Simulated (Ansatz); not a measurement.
`[CH3][InH2]` and `[SiH3][CH2][InH2]` differ in one atom or group.

Ansatz, PBE0-D4/def2-TZVP geometries, multiplicity 1. 

Elements past krypton have def2 core potentials.

```
                                      property  `[CH3][InH2]`
       HOMO–LUMO gap (ωB97M-V/def2-TZVPP) / eV           9.62
            HOMO energy (PBE0/def2-TZVPP) / eV          -7.56
         LUMO energy (ωB97M-V/def2-TZVPP) / eV          -0.12
size of the dipole moment (PBE/def2-TZVPP) / D           0.73
             HOMO energy (PBE/def2-TZVPP) / eV          -6.42
           LUMO energy (B3LYP/def2-TZVPP) / eV          -1.85
```

What does the change do to each property? (An estimate is asked.)

The calculation gave: 
```
                                      property  `[SiH3][CH2][InH2]`  shift
       HOMO–LUMO gap (ωB97M-V/def2-TZVPP) / eV                 9.43  -0.19
            HOMO energy (PBE0/def2-TZVPP) / eV                -7.59  -0.03
         LUMO energy (ωB97M-V/def2-TZVPP) / eV                -0.28  -0.16
size of the dipole moment (PBE/def2-TZVPP) / D                 1.04   0.31
             HOMO energy (PBE/def2-TZVPP) / eV                -6.48  -0.06
           LUMO energy (B3LYP/def2-TZVPP) / eV                -2.02  -0.17
```

Dipoles are sizes alone; their direction can turn.

B3LYP here is the variant with VWN-RPA as its local correlation; programs differ in this.
